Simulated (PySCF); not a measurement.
Below is a simulated gas-phase Cl 2p photoelectron spectrum of `Cl[B-](Cl)(Cl)Cl`.

Every computed line was given a Gaussian of 0.6 eV full width at half maximum and an area set by the number of equivalent atoms (split 2:1 within a doublet); the highest printed point is 100. Method: PySCF 2.14.0, delta-SCF UKS SCAN, pcX-2 on the ionised atom, pcseg-1 elsewhere, spin-free X2C.

(binding energy (eV), intensity): (200.3, 1), (200.4, 2), (200.5, 6), (200.6, 14), (200.7, 29), (200.8, 50), (200.9, 73), (201.0, 92), (201.1, 100), (201.2, 93), (201.3, 74), (201.4, 50), (201.5, 30), (201.6, 15), (201.7, 6), (201.8, 2), (201.9, 1), (202.0, 1), (202.1, 2), (202.2, 5), (202.3, 10), (202.4, 19), (202.5, 30), (202.6, 41), (202.7, 49), (202.8, 49), (202.9, 43), (203.0, 32), (203.1, 20), (203.2, 11), (203.3, 5), (203.4, 2), (203.5, 1), (203.6, 0)

Task: How many maxima does the curve show, and how many computed lines lie under it?

Result: The curve has 2 maxima (at 201.1 and 202.8 eV). Under it lie 2 lines from 1 inequivalent chlorine site, drawn as a 2p3/2, 2p1/2 pair.

Task: Decompose the envelope and assign each component. Numbering: `[Cl:1][B-:2]([Cl:3])([Cl:4])[Cl:5]`.

Result: 
```
position (eV)  relative area      line            atoms           environment
       201.10           2.67  Cl 2p3/2  Cl1/Cl3/Cl4/Cl5  chlorine bonded to B
       202.76           1.33  Cl 2p1/2  Cl1/Cl3/Cl4/Cl5  chlorine bonded to B
```

Task: What are the centre and the root-mean-square width of the whole band?

Result: The area-weighted mean of the lines is 201.65 eV. Their own spread about it is 0.78 eV (rms) and each Gaussian has σ = 0.6/2.355 = 0.25 eV; the variances add, which gives 0.82 eV.

Shake-up satellites, vibrational structure and lifetime widths aren't simulated. Atoms equivalent by their bonding share one computed value, that of the first of them. The 2p values aren't plain energy differences: one relaxed spin-free 2p hole is combined with a matrix within the shell (ground-state 2p orbital-energy differences and spin–orbit coupling). 2p3/2, the mean of its two sublevels, lies a third of the splitting below the shell's mean and 2p1/2 two thirds above it; the statistical areas are 2:1. 2p1/2 minus 2p3/2 (ligand field included): Cl 1.65 eV. The species carries charge -1, so core ionisation leaves a neutral species. The basis sets have no added diffuse functions. Geometry: PBE0-D3(BJ)/def2-SVP; no solvent, vibrations or thermal averaging. The geometry's basis has no diffuse functions, a weakness for an anion.
